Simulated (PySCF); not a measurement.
**Correlation energy of Os⁺ (osmium, charge +1)**

[Xe] 4f14 5d6 6s1, high-spin 6D determinant. Computed with PySCF 2.14 in def2-TZVPPD with the def2 core potential (60 electrons), with a scalar-relativistic core potential. Frozen: 5s2 5p6; 7 electrons correlated.

MP2 pair energies summed by pair of shells (mhartree):

```tsv
pair	energy	share (%)
5d-5d	-94.68	76.6
5d-6s	-28.95	23.4
```

Total MP2 correlation energy: -123.63 mhartree.

Same-spin part -73.71 and opposite-spin part -49.91 mhartree; SCS-MP2 scales them by 1/3 and 6/5 to -84.47 mhartree.
